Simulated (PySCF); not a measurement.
**Working out the ionisation energy of Zn⁺**

Zn⁺ [Ar] 3d10 4s1 (2S) → Zn²⁺ [Ar] 3d10 (1S). All numbers are calculated (PySCF 2.14, no relativity, point nucleus, in def2-SVP (5s3p2d1f, 31 functions)). Frozen: [Ar]. Energies in hartree (1 hartree = 27.21139 eV):

```
            part   Zn⁺ (lower)  Zn²⁺ (upper)
             UHF  -1777.285125  -1776.681259
CCSD correlation     -0.239125     -0.227240
             (T)     -0.006127     -0.005334
```

Question: What does Hartree-Fock give?

Answer: (-1776.681259) − (-1777.285125) = 0.603866 hartree = 16.432 eV.

Question: What do CCSD and CCSD(T) give?

Answer: The CCSD correlation energies differ by 0.011885 hartree = 0.323 eV and the triples by 0.000793 hartree = 0.022 eV, so CCSD gives 16.755 eV and CCSD(T) 16.777 eV.

Measured between the centres of the two terms (NIST): 17.964 eV, so CCSD(T) (valence) is off by -1.187 eV.

The calculation is non-relativistic.

A double-zeta basis recovers only part of the correlation energy.

What remains against the reference includes basis incompleteness, the frozen core and higher excitations.
